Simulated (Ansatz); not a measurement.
Input for Ansatz (a first-principles code): R-CCSD(T)/aug-cc-pV(T+d)Z on silanone (SMILES O=[SiH2]), atoms moved off the minimum. Files ending in .json are basis or fitting sets from the Basis Set Exchange.

Ansatz 0.2 input:
```yaml
crystal:
  periodic: [false, false, false]
  atoms:
    - {symbol: Si, position_ang: [0.07737970, -0.44318830, -0.00395123]}
    - {symbol: O, position_ang: [-0.17179788, 1.11898697, 0.02823159]}
    - {symbol: H, position_ang: [-1.00509068, -1.45791585, 0.01715469]}
    - {symbol: H, position_ang: [1.41892867, -1.06399678, 0.03125580]}
basis:
  gaussian:
    orbitals: aug-cc-pV_T+d_Z.json
magnetization: {spin_polarized: false}
correlation: {method: ccsd_t, electrons: outside_noble_gas}
scf: {lower_state_search: off}
output: {forces: true}
```

It printed:

```
WARN ansatz: RAYON_NUM_THREADS=1 ignored (pool sized by the plan → 1); use --threads N
Functional definition: HF
these checks for a lower state are left out or cut short: starts, cluster_reference, orbital_swaps, neighbouring_geometries, increment
integrals: 0.33 GiB planned
858 factors; integrals over basis functions are off by at most 1.3e-3 eV
mean field: 0.28 GiB planned
mean field evaluation 1: about -9926.8323 eV, gradient 4.8e1 eV
mean field evaluation 2: about -9926.8326 eV, gradient 4.8e1 eV
mean field evaluation 4: about -9931.5926 eV, gradient 3.0e0 eV
mean field evaluation 8: about -9931.6344 eV, gradient 1.9e-1 eV
mean field -9931.63487826 eV, -364.9808498722 hartree, gradient 4.0e-6 eV, S^2 0.000000; 0 other end points of the search recorded, 0 dependent functions left out
6 core orbitals not correlated
reference -9931.63487826 eV, -364.9808498722 hartree; 6, 6 occupied and 135, 135 virtual orbitals, 858 factors
densities: 1.46 GiB planned
second order -10.23620437 eV of doubles, -0.00000000 eV of singles
coupled cluster: 0.86 GiB planned
cycle   1  -9.93095468 eV  change    3.1e-1 eV  update   1.2e-1
cycle   2  -10.30524268 eV  change   -3.7e-1 eV  update   5.1e-2
cycle   3  -10.44187869 eV  change   -1.4e-1 eV  update   2.5e-2
cycle   4  -10.42769904 eV  change    1.4e-2 eV  update   8.4e-3
cycle   5  -10.42529260 eV  change    2.4e-3 eV  update   4.1e-3
cycle   6  -10.42798704 eV  change   -2.7e-3 eV  update   1.6e-3
cycle   7  -10.42762620 eV  change    3.6e-4 eV  update   6.5e-4
cycle   8  -10.42746303 eV  change    1.6e-4 eV  update   2.2e-4
cycle   9  -10.42754267 eV  change   -8.0e-5 eV  update   8.3e-5
cycle  10  -10.42756512 eV  change   -2.2e-5 eV  update   2.7e-5
cycle  11  -10.42753990 eV  change    2.5e-5 eV  update   1.2e-5
cycle  12  -10.42754519 eV  change   -5.3e-6 eV  update   5.6e-6
cycle  13  -10.42754742 eV  change   -2.2e-6 eV  update   2.8e-6
perturbative correction -0.49200827 eV, -0.0180809706 hartree
the calculation of the forces begins
Total energy: -9942.55443395 eV, -365.3821361422 hartree
Atom 0 at     0.077380    -0.443188    -0.003951 Å, force    -0.454652     2.421939     0.247428 eV/Å
Atom 1 at    -0.171798     1.118987     0.028232 Å, force     0.395404    -2.518815    -0.118223 eV/Å
Atom 2 at    -1.005091    -1.457916     0.017155 Å, force     0.064126     0.083311    -0.065092 eV/Å
Atom 3 at     1.418929    -1.063997     0.031256 Å, force    -0.004878     0.013565    -0.064113 eV/Å
Dipole moment:     0.127987    -0.798762    -0.025092 e Å
Checks for a lower state left out: starts, cluster_reference, orbital_swaps, neighbouring_geometries, increment
```

The run converged.

Cost: around 60 core-seconds (rough).
